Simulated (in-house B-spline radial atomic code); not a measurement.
Computed with a B-spline radial atomic code. Model: two electrons, singlet ground state, non-relativistic, full CI in B-splines with partial waves to l = 8 (at full coupling up to 3e-4 hartree above the limit, correlation up to 0.6 % small), density held at that of full coupling by Lieb maximisation.

W(λ) is the mean repulsion in the state of coupling λ less the Hartree energy of the fixed density. Its start is exact exchange, its initial slope is twice the second-order Görling-Levy correlation energy, and its area from 0 to 1 is E_xc. A straight curve means weak, dynamic correlation, and a curve that drops fast and flattens means strong correlation.

Command:
```bash
python run_ac.py task.json out
```
Settings (lengths in bohr, energies in hartree):
```
potential              ball
strength               1
lmax                   8
wall_radius            26.7
```

Cost of the run: 12 s on 1 thread of Intel(R) Xeon(R) Processor @ 2.30GHz, on a shared host.

**W = mean repulsion less Hartree energy, and W of three functionals.**

Given: confinement empty hard sphere; hard wall radius 26.7 bohr; external potential zero inside.

Computed: LDA exchange minus exact 4.7946 millihartree; SCAN exchange minus exact -3.4067 millihartree.

```tsv
coupling	W xc (hartree)	W xc minus exchange (millihartree)	kinetic minus Kohn-Sham (millihartree)	LDA (PW92) W minus its exchange (millihartree)	PBE W minus its exchange (millihartree)	SCAN W minus its exchange (millihartree)
0	-0.054963	0	0	0	0	0
0.02	-0.057711	-2.748	0.03	-5.7	-3.45	-1.77
0.05	-0.06087	-5.907	0.13	-9.98	-6.67	-3.95
0.12	?	?	?	?	?	?
0.25	?	?	?	?	?	?
0.4	-0.071252	-16.289	1.81	-25.07	-19.5	-14.7
0.6	-0.072631	-17.668	2.48	-28.05	-22.19	-16.86
0.8	-0.073447	-18.484	3.05	-30.03	-24	-18.17
1	-0.074002	-19.039	3.55	-31.48	-25.33	-19.03
1.4	-0.074733	-19.77	4.41	-33.52	-27.2	-20.09
2	-0.075392	-20.429	5.51	-35.47	-29.01	-20.93
3	-0.076027	-21.064	7.07	-37.42	-30.82	-21.59
4.5	-0.076565	-21.603	9.05	-39.11	-32.4	-22.04
7	-0.077064	-22.102	11.86	-40.66	-33.86	-22.37
10	-0.077411	-22.448	14.76	-41.72	-34.86	-22.55
```

(1) What belongs in the row 0.12?

(2) What belongs in the row 0.25?

(3) What is the PBE exchange minus exact?

**Energy parts, natural occupations and partial-wave weights.**

Computed: total energy 0.0578 hartree; exchange energy -0.054963 hartree; kinetic part of the DFT correlation energy 0.0035453 hartree; kinetic part over minus potential part 0.18621; Hartree energy 0.10993 hartree; Lieb Oxford ratio E_xc over LDA exchange 1.4044.

```csv
natural,occupation of the shell (electrons)
s,1.3151
p,?
d,0.020358
s,0.003661
p,0.00012539
s,5.4595e-07
```

(4) What belongs in the row p?

| wave | weight |
| --- | --- |
| s | 0.6594 |
| p | 0.33042 |
| d | ? |
| f | 1.5167e-07 |
| g | 4.6373e-08 |

(5) What belongs in the row d?

(6) What is the Kohn-Sham kinetic?

(7) What is the correlation energy?

Answers

(1) W xc (hartree): -0.065412; W xc minus exchange (millihartree): -10.449; kinetic minus Kohn-Sham (millihartree): 0.5; LDA (PW92) W minus its exchange (millihartree): -15.76; PBE W minus its exchange (millihartree): -11.38; SCAN W minus its exchange (millihartree): -7.68.

(2) W xc (hartree): -0.069259; W xc minus exchange (millihartree): -14.297; kinetic minus Kohn-Sham (millihartree): 1.18; LDA (PW92) W minus its exchange (millihartree): -21.43; PBE W minus its exchange (millihartree): -16.26; SCAN W minus its exchange (millihartree): -11.91.

(3) -0.73785 millihartree.

(4) occupation of the shell (electrons): 0.66071.

(5) weight: 0.010179.

(6) 0.018369 hartree.

(7) -0.015494 hartree.

Half-way to full coupling W has made 89 % of its drop, against 50 % for a straight line, and second-order (GL2) theory, half the initial slope, overshoots the correlation energy by about 385 %: correlation is strong. Over couplings 0 to 1 the errors in E_xc come to about -4.2 millihartree for LDA, -4.4 millihartree for PBE, -2.2 millihartree for SCAN, so SCAN is nearest. In LDA and SCAN the errors of exchange and correlation have opposite signs, so the sum is smaller than the larger of the two.
